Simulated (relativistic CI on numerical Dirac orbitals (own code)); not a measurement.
**Magnetism of Nb²⁺, 4d3, in a crystal field**

Calculated by Dirac-Coulomb-Breit CI, separate exchange-only KLI orbitals for each configuration, model QED, valence Slater integrals scaled by 0.85, one configuration in a parametric crystal field (own radial code).

Field parameters in Wybourne normalisation: Oh B⁴₀ = 21Dq, B⁴₄ = √(5/14) B⁴₀. The field is a parameter set, without covalency.

S is read from ⟨S²⟩ = S(S + 1).

Powder χT (cm³ K mol⁻¹) by Van Vleck's formula, with temperature-independent terms:

| Field | 2 K | 5 K | 10 K | 20 K | 50 K | 100 K | 200 K | 300 K |
| --- | --- | --- | --- | --- | --- | --- | --- | --- |
| Oh, 10Dq = 4700 cm⁻¹ | 1.38 | 1.38 | 1.38 | 1.38 | 1.4 | 1.42 | 1.46 | 1.51 |
| Oh, 10Dq = 19800 cm⁻¹ | 1.75 | 1.75 | 1.75 | 1.75 | 1.76 | 1.76 | 1.77 | 1.78 |
| Oh, 10Dq = 23550 cm⁻¹ | 1.77 | 1.77 | 1.77 | 1.77 | 1.78 | 1.78 | 1.79 | 1.8 |
| Oh, 10Dq = 27350 cm⁻¹ | 1.79 | 1.79 | 1.79 | 1.79 | 1.79 | 1.79 | 1.8 | 1.81 |
| Oh, 10Dq = 31100 cm⁻¹ | 1.8 | 1.8 | 1.8 | 1.8 | 1.8 | 1.8 | 1.81 | 1.82 |
| Oh, 10Dq = 34850 cm⁻¹ | 1.81 | 1.81 | 1.81 | 1.81 | 1.81 | 1.81 | 1.82 | 1.82 |
| Oh, 10Dq = 38650 cm⁻¹ | 1.81 | 1.81 | 1.81 | 1.81 | 1.82 | 1.82 | 1.82 | 1.83 |
| Oh, 10Dq = 42400 cm⁻¹ | 1.82 | 1.82 | 1.82 | 1.82 | 1.82 | 1.82 | 1.83 | 1.83 |

(1) For Oh, 10Dq = 23550 cm⁻¹: what effective moment follows at 300 K?

## Answers

(1) μ_eff = √(8χT) = 3.79 μB. The ground level has S = 1.50; the spin-only moment for S = 3/2 is 3.88 μB. The difference comes from the orbital moment, spin-orbit mixing of terms and temperature-independent paramagnetism, all larger in this ionic model than in covalent complexes.
